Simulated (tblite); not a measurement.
C6H13GaOSi.
SMILES with atom numbers: `[CH2:1]=[CH:2][C@@H:3]1[CH2:4][CH2:5][Ga:6]([O:7][SiH3:8])[CH2:9]1` (hydrogens: H10, H11 on C1; H12 on C2; H13 on C3; H14, H15 on C4; H16, H17 on C5; H18, H19, H20 on Si8; H21, H22 on C9)

Computed with GFN2-xTB (tblite), gas phase: L-BFGS steps from a force-field or distance-geometry start until the largest atomic force falls under 0.01 eV/Å.

Step 50: E = -721.2124 eV
```
atom  x, y, z in Å  |  force x, y, z in eV/Å
C1     -1.5566    1.1997    1.5149    0.004   0.016   0.016
C2     -2.0328    0.0598    1.0406    0.062  -0.008   0.017
C3     -1.8823   -0.4603   -0.3557   -0.020   0.009   0.038
C4     -1.0517   -1.7831   -0.2762   -0.031   0.076  -0.032
C5      0.3455   -1.5426    0.2730    0.025   0.016   0.015
Ga6     0.6958    0.3086   -0.5690   -0.010  -0.026   0.023
O7      2.2596    1.1316   -0.6614    0.028  -0.028  -0.016
Si8     3.8758    1.2915   -0.5429    0.036  -0.033   0.032
C9     -1.2300    0.5361   -1.3064   -0.026  -0.036   0.040
H10    -1.0722    1.9471    0.8977    0.007  -0.036   0.005
H11    -1.6846    1.4670    2.5511   -0.011   0.018   0.014
H12    -2.5495   -0.6165    1.7144    0.021   0.009  -0.043
H13    -2.8782   -0.7436   -0.7193    0.000   0.022  -0.035
H14    -1.6019   -2.5024    0.3375    0.001   0.027  -0.053
H15    -0.9774   -2.1784   -1.2920   -0.036  -0.050  -0.020
H16     1.0456   -2.3146   -0.0461   -0.005  -0.037   0.007
H17     0.3425   -1.5150    1.3627    0.013  -0.017   0.057
H18     4.2732    0.9687    0.8347   -0.021   0.037  -0.034
H19     4.5171    0.3541   -1.4762   -0.054   0.037   0.004
H20     4.1724    2.6824   -0.8878   -0.033   0.021  -0.005
H21    -1.6725    1.5276   -1.2111    0.023  -0.011  -0.039
H22    -1.3482    0.2014   -2.3393    0.025  -0.005   0.009
```

Step 51: E = -721.2139 eV
```
atom  x, y, z in Å  |  force x, y, z in eV/Å
C1     -1.5534    1.1985    1.5147    0.003   0.034   0.008
C2     -2.0328    0.0605    1.0403    0.050  -0.019   0.025
C3     -1.8828   -0.4593   -0.3557   -0.015  -0.009   0.044
C4     -1.0531   -1.7834   -0.2763   -0.051   0.075  -0.036
C5      0.3443   -1.5459    0.2747    0.010   0.026   0.006
Ga6     0.6931    0.3108   -0.5597    0.017  -0.040   0.018
O7      2.2617    1.1259   -0.6584    0.008  -0.018  -0.005
Si8     3.8766    1.2960   -0.5410    0.037  -0.051  -0.023
C9     -1.2294    0.5362   -1.3043   -0.014  -0.026   0.025
H10    -1.0705    1.9424    0.8931    0.023  -0.010   0.008
H11    -1.6802    1.4702    2.5500   -0.012   0.008   0.012
H12    -2.5521   -0.6137    1.7126    0.011  -0.013  -0.022
H13    -2.8787   -0.7402   -0.7209   -0.002   0.012  -0.029
H14    -1.6065   -2.5016    0.3352    0.004   0.019  -0.032
H15    -0.9822   -2.1798   -1.2920   -0.016  -0.038  -0.020
H16     1.0453   -2.3157   -0.0476   -0.006  -0.036  -0.005
H17     0.3420   -1.5253    1.3645    0.004  -0.010   0.057
H18     4.2791    0.9728    0.8322   -0.013   0.035   0.009
H19     4.5172    0.3602   -1.4767   -0.049   0.036   0.004
H20     4.1720    2.6856   -0.8905   -0.041   0.030   0.001
H21    -1.6759    1.5258   -1.2151    0.022   0.014  -0.024
H22    -1.3440    0.1994   -2.3361    0.032  -0.018  -0.021
```

Step 52: E = -721.2150 eV
```
atom  x, y, z in Å  |  force x, y, z in eV/Å
C1     -1.5503    1.1983    1.5146   -0.001   0.031  -0.003
C2     -2.0320    0.0613    1.0402    0.027  -0.016   0.033
C3     -1.8836   -0.4585   -0.3552   -0.007  -0.015   0.025
C4     -1.0555   -1.7832   -0.2768   -0.042   0.037  -0.027
C5      0.3438   -1.5492    0.2744   -0.011   0.014   0.004
Ga6     0.6913    0.3106   -0.5530    0.044  -0.034   0.013
O7      2.2630    1.1230   -0.6475    0.020  -0.014   0.004
Si8     3.8788    1.2997   -0.5376   -0.003  -0.046  -0.053
C9     -1.2292    0.5351   -1.3030    0.007  -0.006   0.001
H10    -1.0662    1.9377    0.8894    0.034   0.013   0.012
H11    -1.6775    1.4739    2.5487   -0.010   0.001   0.010
H12    -2.5561   -0.6104    1.7101    0.006  -0.028   0.002
H13    -2.8793   -0.7370   -0.7225   -0.008   0.004  -0.014
H14    -1.6105   -2.4997    0.3349    0.005   0.014  -0.016
H15    -0.9893   -2.1839   -1.2919    0.002  -0.012  -0.008
H16     1.0447   -2.3184   -0.0512   -0.021  -0.023  -0.009
H17     0.3432   -1.5345    1.3650   -0.004  -0.005   0.035
H18     4.2906    0.9789    0.8323   -0.013   0.032   0.021
H19     4.5118    0.3665   -1.4799   -0.036   0.025   0.004
H20     4.1703    2.6889   -0.8937   -0.046   0.027   0.010
H21    -1.6778    1.5238   -1.2199    0.021   0.030  -0.010
H22    -1.3408    0.1963   -2.3342    0.036  -0.029  -0.032
```

Question: Estimate the geometry and energy of step 53. (The exact step hangs on the optimiser's Hessian estimate; all steps are aligned on step 52, rigid shifts and turns removed.)

Answer: E = -721.2158 eV, largest force 0.066 eV/Å
```
atom  x, y, z in Å  |  force x, y, z in eV/Å
C1     -1.5491    1.1985    1.5154   -0.002   0.024  -0.002
C2     -2.0300    0.0611    1.0416    0.005  -0.013   0.020
C3     -1.8836   -0.4578   -0.3541   -0.001  -0.005  -0.003
C4     -1.0566   -1.7818   -0.2784   -0.015  -0.002  -0.012
C5      0.3436   -1.5496    0.2747   -0.027  -0.007   0.008
Ga6     0.6917    0.3096   -0.5499    0.041  -0.023   0.006
O7      2.2645    1.1189   -0.6453   -0.004  -0.013   0.006
Si8     3.8793    1.2995   -0.5363   -0.012  -0.009  -0.064
C9     -1.2286    0.5348   -1.3019    0.024   0.011  -0.019
H10    -1.0648    1.9353    0.8879    0.040   0.028   0.014
H11    -1.6765    1.4760    2.5491   -0.007  -0.001   0.005
H12    -2.5565   -0.6104    1.7091    0.004  -0.035   0.022
H13    -2.8790   -0.7342   -0.7235   -0.013   0.001   0.001
H14    -1.6114   -2.4986    0.3327   -0.002   0.007   0.000
H15    -0.9925   -2.1853   -1.2928    0.015   0.010  -0.002
H16     1.0449   -2.3192   -0.0507   -0.032  -0.016  -0.013
H17     0.3425   -1.5380    1.3660   -0.011  -0.001   0.014
H18     4.2904    0.9823    0.8334   -0.002   0.025   0.036
H19     4.5089    0.3709   -1.4821   -0.013  -0.002  -0.009
H20     4.1673    2.6889   -0.8959   -0.044   0.027   0.016
H21    -1.6776    1.5238   -1.2225    0.023   0.027  -0.004
H22    -1.3374    0.1945   -2.3332    0.035  -0.030  -0.022
```

The energy changes by -0.0008 eV. The first-order estimate −F·Δx gives -0.0012 eV and the mean of the old and new forces, exact on a quadratic surface, -0.0008 eV. The step makes an angle of 63° with the force vector and moves no atom by more than 0.006 Å.

The cost below is that of the whole relaxation. Time: 1.4 s. Hardware: one thread of an Arm Neoverse V1, no GPU, shared host.
